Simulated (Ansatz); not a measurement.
The cluster Al4Au⁺. Charge 1, multiplicity 1. Geometry PBE-D4/def2-SVP, basis def2-TZVP, Ansatz.

Cartesian coordinates in Å:
```
Au -0.5986 0.9580 0.9824
Al -0.0443 1.1185 -1.6963
Al 2.0021 0.3474 0.3219
Al -1.7071 -0.8184 -0.8043
Al 0.3478 -1.6055 1.1963
```

| run | HOMO (eV) | LUMO (eV) |
| --- | --- | --- |
| A | -8.56 | -8.43 |
| B | -8.56 | -8.20 |
| C | -8.46 | -8.30 |
| D | -9.08 | -7.67 |
| E | -8.56 | -8.30 |

In the def2 sets Au takes a core potential; there is no spin–orbit coupling. No other spin state of charge 1 was run. Another isomer (singlet) lies 0.14 eV lower at PBE0-D4/def2-TZVP; other spin states weren't run for this one.

**Question.** The runs used B97M-V, LDA (SPW92), PBE, PBE0, r2SCAN. Estimate which is which.

**Answer.** A LDA (SPW92) (0 % exact exchange); B B97M-V (0 % exact exchange); C PBE (0 % exact exchange); D PBE0 (25 % exact exchange); E r2SCAN (0 % exact exchange). Exact exchange lowers occupied and raises empty levels; among semilocal functionals meta-GGAs tend to open the gap a little, and such runs are hard to tell apart. The gap grows from 0.13 eV (LDA (SPW92)) to 1.41 eV (PBE0). The restricted singlet is unstable towards broken spin symmetry in Hartree–Fock (as tested in another run); at LDA (SPW92)/def2-TZVP, B97M-V/def2-TZVP, PBE-D4/def2-TZVP, PBE0-D4/def2-TZVP and others this wasn't settled.
